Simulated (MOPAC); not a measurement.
MOPAC input (AM1):

```
AM1 PRECISE GNORM=0.05 LET XYZ CHARGE=-1 GEO-OK AUX(PRECISION=9) THREADS=1
H9OSi4

O    -0.39775600 1   -0.02280300 1   -1.97482300 1
Si    0.04728900 1   -0.11328600 1   -0.32880600 1
Si    1.73807300 1   -1.61581700 1    0.29452400 1
Si   -1.98016900 1   -0.49632500 1    0.82076600 1
Si    0.53808900 1    2.11452200 1    0.28340800 1
H     0.14584900 1   -0.64820000 1   -2.46589000 1
H     2.62433100 1   -1.11505700 1   -0.85386200 1
H     1.06758400 1   -2.72904100 1   -0.52167600 1
H    -2.47701100 1   -1.89848400 1    0.68181100 1
H    -3.11866600 1    0.36323200 1    0.36880100 1
H    -1.86214300 1   -0.25182500 1    2.28881600 1
H    -0.45808300 1    3.12163700 1   -0.19892700 1
H     1.85306200 1    2.59079400 1   -0.24216000 1
H     0.60116800 1    2.30205400 1    1.76318400 1
```

From the output:

```
                                                       MOPAC v23.2.5 Linux

          FINAL HEAT OF FORMATION =        -62.21572 KCAL/MOL =    -260.31058 KJ/MOL

          COSMO AREA              =        192.17 SQUARE ANGSTROMS
          COSMO VOLUME            =        209.46 CUBIC ANGSTROMS

          GRADIENT NORM           =          0.03060          =       0.00818 PER ATOM
          IONIZATION POTENTIAL    =          2.751753 EV
          HOMO LUMO ENERGIES (EV) =         -2.752  2.918
          NO. OF FILLED LEVELS    =         16
          MOLECULAR WEIGHT        =        137.4125         POINT GROUP:  Cs

          MOLECULAR DIMENSIONS (Angstroms)

            Atom       Atom       Distance
            H    10    H     7     6.29716
            H    12    H     8     5.55538
            H    14    H     6     4.88994

          SCF CALCULATIONS        =         56

   ATOM   CHEMICAL          X               Y               Z
  NUMBER   SYMBOL      (ANGSTROMS)     (ANGSTROMS)     (ANGSTROMS)

     1       O         -0.51711715  *   0.03400743  *  -2.25696052  *
     2      Si         -0.04356215  *  -0.06674763  *  -0.52848249  *
     3      Si          1.61850740  *  -1.53286484  *   0.13715843  *
     4      Si         -1.97127780  *  -0.56393360  *   0.88764264  *
     5      Si          0.61825338  *   2.12070153  *   0.33514361  *
     6       H          0.00688730  *  -0.57565049  *  -2.76642117  *
     7       H          3.01429540  *  -1.10937260  *   0.23337807  *
     8       H          1.30292050  *  -2.88347858  *   0.59872020  *
     9       H         -2.41108405  *  -1.94937443  *   0.67886666  *
    10       H         -3.10755347  *   0.32068416  *   0.59691633  *
    11       H         -1.59548521  *  -0.38329737  *   2.29511469  *
    12       H         -0.36998452  *   3.15886650  *   0.01292071  *
    13       H          1.90600670  *   2.52678695  *  -0.24217515  *
    14       H          0.74628637  *   2.04432025  *   1.79548911  *

                             CARTESIAN COORDINATES

   1    O       -0.517117149     0.034007431    -2.256960519
   2   Si       -0.043562145    -0.066747632    -0.528482486
   3   Si        1.618507399    -1.532864838     0.137158433
   4   Si       -1.971277802    -0.563933599     0.887642638
   5   Si        0.618253376     2.120701525     0.335143612
   6    H        0.006887301    -0.575650491    -2.766421166
   7    H        3.014295400    -1.109372598     0.233378069
   8    H        1.302920504    -2.883478577     0.598720203
   9    H       -2.411084053    -1.949374431     0.678866657
  10    H       -3.107553467     0.320684157     0.596916333
  11    H       -1.595485213    -0.383297375     2.295114690
  12    H       -0.369984517     3.158866502     0.012920709
  13    H        1.906006702     2.526786946    -0.242175154
  14    H        0.746286368     2.044320253     1.795489109

           Empirical Formula: H9 O Si4  =    14 atoms

      MOLECULAR POINT GROUP   :   Cs

                  EIGENVALUES
 -31.86463 -14.00169 -12.13064 -12.09412 -10.78027  -9.65394  -9.30453  -9.17254
  -8.81625  -8.61180  -8.50004  -7.94154  -7.27512  -5.85067  -5.69709  -2.75175
   2.91775   2.96233   4.35959   4.86478   4.93455   4.96109   5.04616   5.26086
   5.67786   5.70653   7.08427   7.82291   9.33115

              NET ATOMIC CHARGES AND DIPOLE CONTRIBUTIONS

  ATOM NO.   TYPE          CHARGE      No. of ELECS.   s-Pop       p-Pop
    1          O          -0.544751        6.5448     1.86703     4.67772
    2         Si           0.564959        3.4350     0.90657     2.52847
    3         Si          -0.680000        4.6800     0.82507     3.85493
    4         Si           0.188841        3.8112     0.91864     2.89252
    5         Si           0.188780        3.8112     0.91867     2.89255
    6          H           0.204069        0.7959     0.79593
    7          H          -0.068437        1.0684     1.06844
    8          H          -0.068435        1.0684     1.06844
    9          H          -0.127437        1.1274     1.12744
   10          H          -0.148762        1.1488     1.14876
   11          H          -0.116308        1.1163     1.11631
   12          H          -0.148766        1.1488     1.14877
   13          H          -0.127451        1.1275     1.12745
   14          H          -0.116302        1.1163     1.11630
 DIPOLE           X         Y         Z       TOTAL
 POINT-CHG.    -3.512     3.146    -1.174     4.859
 HYBRID        -0.555     0.558     0.110     0.795
 SUM           -4.067     3.704    -1.064     5.603

          ATOMIC ORBITAL ELECTRON POPULATIONS

     Atom    s        px        py        pz
    1  O   1.86703   1.66293   1.64245   1.37234
    2 Si   0.90657   0.91657   0.91386   0.69804
    3 Si   0.82507   0.98502   1.07336   1.79655
    4 Si   0.91864   1.01880   0.88725   0.98647
    5 Si   0.91867   0.89450   1.07004   0.92801
    6  H   0.79593
    7  H   1.06844
    8  H   1.06844
    9  H   1.12744
   10  H   1.14876
   11  H   1.11631
   12  H   1.14877
   13  H   1.12745
   14  H   1.11630

 **********************
 *                    *
 * JOB ENDED NORMALLY *
 *                    *
 **********************

 == MOPAC DONE ==
```

The dipole moment of an ion depends on the origin.

The geometry given is a B3LYP-D3(BJ)/def2-TZVP minimum.
